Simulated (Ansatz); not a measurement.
Input file for Ansatz (a quantum-chemistry and plane-wave program): R-CCSD(T)/cc-pV(D+d)Z on H2OSi (SMILES O=[SiH2]), a point of a bond scan (R = 1.519 Å). Files ending in .json are basis or fitting sets from the Basis Set Exchange.

Ansatz 0.2 input:
```yaml
crystal:
  periodic: [false, false, false]
  atoms:
    - {symbol: O, position_ang: [1.00058558, -0.40601290, -0.06923256]}
    - {symbol: Si, position_ang: [-0.40448259, 0.16412904, 0.02798698]}
    - {symbol: H, position_ang: [-1.61806760, -0.53589800, -0.45149398]}
    - {symbol: H, position_ang: [-0.72386075, 1.48619463, 0.61353677]}
basis:
  gaussian:
    orbitals: cc-pV_D+d_Z.json
    pivot_positions_ang: [[1.00058558, -0.40601290, -0.06923256], [-0.40448259, 0.16412904, 0.02798698], [-1.61806760, -0.53589800, -0.45149398], [-0.72386075, 1.48619463, 0.61353677]]
magnetization: {spin_polarized: false}
correlation: {method: ccsd_t, electrons: outside_noble_gas}
scf: {lower_state_search: off}
output: {orbitals: {seedname: ./end}}
```

The head of its log:

```
WARN ansatz: RAYON_NUM_THREADS=2 ignored (pool sized by the plan → 2); use --threads N
Functional definition: HF
these checks for a lower state are left out or cut short: stability, starts, cluster_reference, orbital_swaps, neighbouring_geometries, increment
integrals: 0.01 GiB planned
511 factors; integrals over basis functions are off by at most 3.0e-4 eV
mean field: 0.07 GiB planned
mean field evaluation 1: about -9926.2348 eV, gradient 4.4e1 eV
mean field evaluation 2: about -9926.2359 eV, gradient 4.4e1 eV
mean field evaluation 4: about -9930.5054 eV, gradient 2.4e0 eV
mean field evaluation 8: about -9930.5357 eV, gradient 1.4e-3 eV
mean field -9930.53569069 eV, -364.9404554741 hartree, gradient 2.8e-6 eV, S^2 0.000000; 0 other end points of the search recorded, 0 dependent functions left out
6 core orbitals not correlated
reference -9930.53569069 eV, -364.9404554741 hartree; 6, 6 occupied and 35, 35 virtual orbitals, 511 factors
```

Task: Predict the final total energy.

Result: -365.2547 hartree (reference determinant -364.9405, T1 diagnostic 0.025).
